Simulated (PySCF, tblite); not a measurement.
A set of runs on `[H]/N=[C]/C[C@@H](F)C=C` [radical]; the geometry of each is named by its level. Settings lines and outputs come from a driver script.

C5H7FN (doublet state).
Atom-mapped SMILES: `[H]/[N:7]=[C:6]/[CH2:5][C@H:3]([CH:2]=[CH2:1])[F:4]` (hydrogens: H8, H9 on C1; H10 on C2; H11 on C3; H12, H13 on C5; H14 on N7)

Step 1: GFN2-xTB geometry optimisation, gas phase (tblite 0.8.0) (from a force-field or distance-geometry start)
```json
{"job": {"kind": "relax", "xc": "GFN2-xTB", "basis": "xTB"}, "charge": 0, "multiplicity": 2}
```
```
step      E/eV     max force
  0    -592.62195    3.201
  1    -592.66829    3.927
  2    -592.75530    0.457
...
111    -592.92205    0.017
112    -592.92207    0.017
113    -592.92209    0.010
114    -592.92210    0.012
115    -592.92211    0.007
```

Energy lowered by 6.9 kcal/mol over 115 steps; largest atomic force 0.007 eV/Å at the end. «max force» is the largest atomic force in eV/Å.

On one thread of an Arm Neoverse V1, shared host, this took 0.55 s.

Step 2: GFN2-xTB harmonic vibrations, gas phase (tblite 0.8.0) (on the GFN2-xTB geometry)
```json
{"job": {"kind": "ir", "xc": "GFN2-xTB", "basis": "xTB"}, "charge": 0, "multiplicity": 2}
```
```
(table of modes left out)
```

36 modes from 46 to 3357 cm⁻¹ (unscaled, harmonic); zero-point energy 66.8 kcal/mol; all wavenumbers are real at this level.

On one thread, Arm Neoverse V1 (aarch64), no GPU, on a shared host, this took 0.32 s of wall time.

Step 3: UKS B3LYP, pcH-1 on C F H N, non-relativistic, mean-field spin-orbit, GIAO (PySCF 2.14.0) (on the GFN2-xTB geometry)
```json
{"job": {"kind": "epr", "basis": "pcH-1"}, "charge": 0, "multiplicity": 2}
```
```
...
E = -349.26204377 Eh   <S^2> = 0.7532 (exact 0.7500)
g shifts (ppm)      1          2          3
  rmc          -181       -181       -181
  gc             36         12        -66
  oz_so       -3236        -53       1098
  total       -3381       -221        851
hyperfine (MHz)  atom isotope    a_iso     a_fc   dipolar eigenvalues
    0   13C       3.02       3.02     -2.76     -2.28      5.04
    1   13C       2.26       2.26     -3.20      0.44      2.76
    2   13C      26.68      26.68     -6.18     -5.17     11.35
    3   19F       2.58       2.58     -8.91     -4.80     13.71
    4   13C      80.13      80.13     -8.38     -7.47     15.86
    5   13C     236.78     236.78    -61.16    -54.97    116.13
    6   14N       7.98       7.98    -16.22    -12.39     28.61
    7    1H      -1.67      -1.67     -1.54     -0.34      1.88
    8    1H      -1.91      -1.91     -0.80     -0.00      0.80
    9    1H       0.64       0.64     -1.23     -1.02      2.25
   10    1H      -5.84      -5.84     -4.94      0.12      4.82
   11    1H      13.19      13.19     -7.46     -5.15     12.61
   12    1H      -1.63      -1.63     -7.08     -4.77     11.86
   13    1H     137.58     137.58    -16.28     -9.04     25.33
```

⟨S²⟩ 0.753; g_iso 2.0014. rmc, gc and oz_so are the mass-correction, gauge-correction and orbital-Zeeman/spin–orbit parts of the g shift along its three principal axes; a_iso is the isotropic hyperfine coupling and a_fc its Fermi-contact part. The log counts atoms from 0, this text from 1.

Hardware: one thread, Arm Neoverse V1 (aarch64), shared host. Cost: 53 s wall (grids of density and orbitals included), 0.96 GiB resident at most.

Geometry of the electronic-property runs (GFN2-xTB):
```
atom  x, y, z in Å
C1    -2.4992    0.1974    0.2024
C2    -1.4278   -0.1172   -0.5049
C3    -0.1025   -0.4786    0.0835
F4    -0.2234   -0.7730    1.4246
C5     0.8974    0.7015   -0.0634
C6     2.3033    0.3412    0.1197
N7     2.8337   -0.7738    0.1441
H8    -3.4282    0.4696   -0.2673
H9    -2.4852    0.1770    1.2791
H10   -1.4391   -0.1036   -1.5862
H11    0.3201   -1.3738   -0.3907
H12    0.6241    1.4674    0.6672
H13    0.7942    1.1390   -1.0594
H14    3.8319   -0.8738    0.2778
```

 (This holds for the electronic-property runs.)

One conformer stands for the species.
